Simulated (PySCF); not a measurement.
Molecule: `CC#CBCC`, C$_{5}$H$_{9}$B.

Mapped SMILES: `[CH3:1][C:2]#[C:3][BH:4][CH2:5][CH3:6]`. Hydrogens are named by the atom that carries them.

Geometry PBE0-D3(BJ)/def2-SVP throughout; GIAO in PySCF 2.14, gas phase, one conformer, non-relativistic; equivalent atoms averaged; functional PBE0.

Task: How do the absolute shieldings σ depend on the basis set? (a selection of nuclei; ppm; last column core-seconds on shared hosts with different chips, so compare them loosely)

Result: 
| basis set | functions | C2 | C3 | C5 | C6 | B4 | H(B4) | H(C1) | H(C5) | H(C6) | core-s |
| --- | --- | --- | --- | --- | --- | --- | --- | --- | --- | --- | --- |
| STO-3G | 39 | 118.8 | 156.5 | 210.6 | 214.9 | 57.1 | 26.19 | 30.82 | 31.47 | 31.66 | 5.9 |
| 6-31G | 72 | 66.4 | 110.3 | 172.8 | 185.1 | 47.5 | 24.96 | 30.38 | 31.04 | 31.25 | 8.8 |
| 6-31G* | 102 | 64.7 | 108.6 | 169.3 | 180.2 | 45.6 | 24.97 | 29.97 | 30.59 | 30.73 | 12 |
| def2-SVP | 129 | 58.4 | 104.6 | 168.4 | 180.3 | 40.5 | 24.54 | 29.32 | 30.09 | 30.24 | 19 |
| pcSseg-1 | 147 | 41.0 | 87.1 | 157.1 | 170.9 | 28.8 | 24.60 | 29.02 | 29.97 | 30.06 | 11 |
| 6-311+G(2d,p) | 216 | 44.9 | 91.2 | 159.2 | 173.8 | 32.9 | 24.73 | 29.30 | 30.16 | 30.35 | 36 |
| def2-TZVP | 240 | 44.6 | 90.9 | 159.2 | 173.2 | 32.0 | 24.67 | 29.28 | 30.15 | 30.31 | 53 |

Task: Which nucleus among those listed moves most, in ppm?

Result: C2 (alkyne carbon): from 41.0 ppm with pcSseg-1 to 118.8 ppm with STO-3G. The smallest spread is 1.50 ppm, at H(C5). Proton shifts span only some 12 ppm, so a few tenths of a ppm matter as much there as several ppm in carbon.

Task: Taking the largest basis, def2-TZVP (240 functions), as the yardstick, rank the others by their worst heavy-atom deviation.

Result: 6-311+G(2d,p) 0.9 ppm (216 functions), pcSseg-1 3.8 ppm (147 functions), def2-SVP 13.8 ppm (129 functions), 6-31G* 20.1 ppm (102 functions), 6-31G 21.8 ppm (72 functions), STO-3G 74.2 ppm (39 functions).

A small basis that lands close on one nucleus may do so by chance; judge by the trend and by all nuclei.
